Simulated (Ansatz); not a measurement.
System: BCl, charge 1, multiplicity 2. SMILES: [Cl+][B]
Coordinates optimised at B3LYP-D3(BJ)/def2-TZVP (Ansatz, a quantum-chemistry and plane-wave program):
```
B
Cl 1 1.6002
```
Charge +1, spin multiplicity 2.

**Question.** Give the harmonic wavenumbers at B3LYP-D3(BJ)/def2-TZVP (Ansatz, finite differences of forces, unscaled).

**Answer.** 1140 cm⁻¹. Zero-point energy 1.6 kcal/mol.

**Question.** From these and the geometry, give the ideal-gas thermochemistry at 298.15 K and 1 atm (rigid rotor, harmonic oscillator).

**Answer.** Point group C∞v, rotational symmetry number 1. Rotational constants 23.82, 23.82 GHz. S(trans) 37.42, S(rot) 13.04, S(vib) 0.05, S(elec, spin only) 1.38, S 51.9 cal/(mol K). H(298) - H(0) 2.09 kcal/mol; G - E(el) -11.8 kcal/mol.
